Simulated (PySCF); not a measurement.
CH$_{6}$AlFSi, singlet, geometry from GFN2-xTB (such geometries of metal compounds can be far from the true shape). Base run: BHANDHLYP/6-31G, TDA (PySCF).

PySCF was given this input:
```python
from pyscf import gto, scf, dft, tdscf

mol = gto.M(
    atom='''
Al    0.26732411   -0.30279290    0.27170373
F     1.74960883   -0.75942407   -0.32949062
C    -0.10316432   -1.13498514    2.04665876
H    -0.04946228   -2.22891366    1.97582578
H    -1.07026701   -0.89038038    2.49369233
H     0.66738729   -0.85071915    2.77460206
Si   -1.01015509    1.20206464   -1.12204643
H    -2.35838260    1.47353940   -0.58119074
H    -1.24633170    0.71001269   -2.49674419
H    -0.40347948    2.53859149   -1.30422088
''',
    basis='6-31g',
    verbose=4,
)

mf = dft.RKS(mol)
mf.xc = 'bhandhlyp'
mf.kernel()
td = mf.TDA()
td.nstates = 5
td.kernel()
td.analyze()
```

Variants of this job, named by their change:

| change | first excitation (eV) | oscillator strength of the first | second (eV) | core-seconds (rough) |
|---|---|---|---|---|
| base | 5.39 | 0.012 | 7.52 | 20 |
| functional = m062x | 5.05 | 0.010 | 7.22 | 60 |
| nstates = 10 | 5.39 | 0.012 | 7.52 | 30 |
| functional = pbe | 4.70 | 0.004 | 6.35 | 20 |
| basis = def2-SVP | 5.31 | 0.017 | 7.17 | 50 |
| functional = b3lyp | 4.98 | 0.007 | 6.92 | 20 |
| nstates = 15 | 5.39 | 0.012 | 7.52 | 30 |
| functional = wb97x | 5.39 | 0.010 | 7.56 | 40 |
| states = triplets | 4.92 | - | 6.14 | 20 |
| response = full linear response | 5.37 | 0.010 | 7.46 | 50 |
| functional = pbe0 | 5.10 | 0.008 | 7.07 | 20 |

An iterative solver can miss low states, so a row lists the states that it found.
